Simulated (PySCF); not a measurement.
# From computed data to an observable: chemical shift, span and skew from a shielding tensor

Si(H)2(Cl)(NH2) (ClH4NSi), SMILES [SiH2](Cl)N. Atoms are numbered in the order given.

```xyz
7

Si    -0.5608     0.4850     0.0000
N      0.5820     1.7485     0.0000
Cl     0.2525    -1.4183     0.0000
H     -1.3662     0.5780    -1.2324
H     -1.3662     0.5780     1.2324
H      1.1086     1.9627     0.8323
H      1.1086     1.9627    -0.8323
```

The structure is a stationary point at ωB97X-D3(BJ)/def2-TZVP. One conformer was computed; it need not be the lowest.

GIAO shieldings from PySCF with HF/pcSseg-2, non-relativistic, no solvent. The symmetric part of the tensor of Si1 has the principal values 378.9, 413.9, 446.1 ppm. The same nucleus in TMS has σ = 383.2 ppm at this level (PySCF, at its B3LYP-D3(BJ)/def2-TZVP geometry). Without spin–orbit terms, shifts of atoms bonded to Cl or Br come out too high.

Task: Work out the isotropic shielding, the ²⁹Si shift against TMS, the span and the skew.

Result: 
σ(iso) = (σ11 + σ22 + σ33)/3 = 413.0 ppm. δ = σ(ref) − σ(iso) = 383.2 − (413.0) = -29.8 ppm.
Span Ω = σ33 − σ11 = 67.2 ppm. Skew κ = 3(σ(iso) − σ22)/Ω = -0.04. Tumbling in solution averages the tensor to δ; in a static solid the shielding alone would spread this spin-1/2 line over Ω.
